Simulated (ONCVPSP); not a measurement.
**Configuration tests for Ba (ONCV)**

```json
{"Element": "Ba", "Generator": "ONCVPSP 4.0.1", "Type": "optimised norm-conserving Vanderbilt (ONCV)", "Functional": "PBE", "Relativity": "scalar-relativistic", "Frozen core": "[Kr] 4d10", "Valence charge": "10", "Reference configuration": "5s2 5p6 6s0.5 (charge +1.5)", "Partial waves": "5s+6s: rc 2.40 bohr, ncon 4, nbas 7, qcut 4.9 1/bohr, 2 projectors; 5p: rc 2.90 bohr, ncon 4, nbas 8, qcut 3.7 1/bohr, 1 projector; d scattering state at 0.35 Ha: rc 2.75 bohr, ncon 5, nbas 10, qcut 2.9 1/bohr, 2 projectors, debl 3.8 Ha", "Local potential": "polynomial inside 1.95 bohr (lpopt 2, dvloc0 0 Ha)", "Core correction": "Teter function, fcfact 3.5, rcfact 1.55"}
```

In the d channel the program set the typed energies aside and used 0.050, 3.850 Ha.

Energies are relative to the spin-unpolarised reference configuration 5s2 5p6 6s0.5; without spin polarisation the order of configurations can differ from experiment.

Question: Give the all-electron excitation energy and the error of the potential for: 5s2 5p6 6s2; 5s2 5p6 6s1; 5s2 5p6 6s0; 5s2 5p6 5d1 6s0.

Answer:

```
valence configuration  charge  ΔE all-electron (eV)  error AE − PS (meV)
          5s2 5p6 6s2       0                -9.742                 -0.2
          5s2 5p6 6s1      +1                -4.380                 +0.2
          5s2 5p6 6s0      +2                 5.601                 -1.1
      5s2 5p6 5d1 6s0      +1                -3.698                 +2.1
```

Levels in the configuration 5s2 5p6 6s2:

| level | all-electron (eV) | pseudo (eV) |
| --- | --- | --- |
| 5s | -33.675 | -33.680 |
| 5p | -18.737 | -18.742 |
| 6s | -3.230 | -3.229 |
